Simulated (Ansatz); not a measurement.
Geometry optimisation, RHF/def2-SVP in Ansatz.

The input (input.yaml):

```yaml
crystal:
  periodic: [false, false, false]
  atoms:
    - { symbol: Ga, position_ang: [0.0, 0.0, 0.0] }
    - { symbol: Cl, position_ang: [0.0, 0.0, 2.59] }
    - { symbol: H, position_ang: [1.3596, 0.0, -0.785] }
    - { symbol: H, position_ang: [-1.3596, 0.0, -0.785] }
    - { symbol: S, position_ang: [0.1074, -2.4365, 0.8104] }
    - { symbol: H, position_ang: [-0.6501, -3.2469, -0.0437] }
    - { symbol: H, position_ang: [0.0646, -1.4642, 2.0775] }
basis:
  gaussian: { orbitals: def2-SVP }
hamiltonian:
  xc: hf
relax:
  f_tol: 0.15
  max_steps: 25
  restrain:
    - { distance: [0, 4], at: 3.47, k: 30.0 }
    - { distance: [6, 1], at: 2.57, k: 30.0 }
    - { distance: [0, 1], at: 2.24, k: 30.0 }
    - { distance: [6, 4], at: 1.4, k: 30.0 }
output:
  orbitals: {}
```

Launched with:

```bash
$ ansatz run input.yaml --threads 1 --pin off --max-ram 2048MiB --backend cpu --events-out ev --progress --plain --runs-dir out
```

Question: Where does it end, and by what steps?

Answer: The forces met the threshold. The restraints hold the end off the free minimum. After 8 steps the energy has fallen by 2.432 eV (the restraints' own energy left out); H7 moved furthest, 0.78 Å. Parted: Ga1–S5 (2.57 → 3.46 Å).

```tsv
step	energy less start (eV)	largest force component (eV/Å)	accepted
0	0.0000	2.189	yes
1	0.0162	2.854	yes
2	-0.7007	2.841	yes
3	-1.6538	1.491	yes
4	-2.2752	1.340	yes
5	-2.3653	1.008	yes
6	-2.4075	0.882	yes
7	-2.4245	0.813	yes
8	-2.4322	0.753	yes
```

```xyz
7
Properties=species:S:1:pos:R:3
Ga 0.052 0.333 -0.071
Cl -0.109 0.346 2.150
H 1.490 0.548 -0.624
H -1.312 0.225 -0.815
S 0.303 -3.017 0.768
H -0.972 -3.375 0.608
H 0.069 -2.208 1.848
```

The run took 20 s on 1 thread of Arm Neoverse V1, with other jobs on the host, peak memory 0.18 GiB.
